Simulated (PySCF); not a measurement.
**[Sm(NH3)]3+ at several levels of theory**

Computed with PySCF 2.14.0 (density fitting, no spin-orbit coupling) at the geometry relaxed with TPSS:

```xyz
5
[Sm(NH3)]3+ (singlet in the valence; each metal's 4f electrons, 5 of them, lie in its core potential, out of spins and levels)
Sm    0.0000    0.0000   -0.1714
N     0.0000    0.0000    2.2257
H     0.9497    0.0000    2.6818
H    -0.4749    0.8224    2.6818
H    -0.4748   -0.8225    2.6818
```

```tsv
level	basis	state	HOMO (eV)	gap (eV)	charge on Sm1 (e)	population of f-type functions on Sm1 (polarisation alone where 4f lies in the core)	dipole about the centre of mass (D)	largest force component (eV/Å)
TPSS	Sm lcecp-1-SVP with ECP51, N def2-SVP, H def2-SVP	singlet	-25.96	5.01	2.47	0.02	3.79	0.01
BP86	the same	singlet	-26.02	4.90	2.45	0.02	3.93	0.30
HF	the same	singlet	-30.59	14.36	2.62	0.02	2.75	1.24
wB97X	the same	singlet	-29.59	12.02	2.52	0.02	3.23	0.35
TPSS	Sm lcecp-1-TZVP with ECP51, N def2-TZVP, H def2-TZVP	singlet	-25.88	4.96	2.56	0.02	3.84	0.35
```

In the lcecp rows the 4f levels are missing from HOMO and gap, and the state counts the valence alone.

Charges are Mulliken's, which hang on the basis. The relaxation used the grid (50, 194), these runs (75, 302) or, all-electron (x2c bases, spin-free X2C Hamiltonian), (99, 590).

Task: What does r2SCAN with Sm lcecp-1-SVP with ECP51, N def2-SVP, H def2-SVP give here?

Result: state singlet, HOMO (eV) -26.12, gap (eV) 5.65, charge on Sm1 (e) 2.49, population of f-type functions on Sm1 (polarisation alone where 4f lies in the core) 0.02, dipole about the centre of mass (D) 3.66, largest force component (eV/Å) 0.22. Time: 2.3 s on 2 threads of Arm Neoverse V2, on a shared host, from an already converged density.

In the first row's basis the gap widens with exact exchange: 4.9 to 5.7 eV for BP86, TPSS, r2SCAN (none); 12.0 to 14.4 eV for wB97X, Hartree–Fock (rising or full at long range).

No frequency check is given that shows the relaxed geometry to be a minimum. An lcecp potential fixes the number of 4f electrons, so in runs with it no electron can move into or out of that shell.
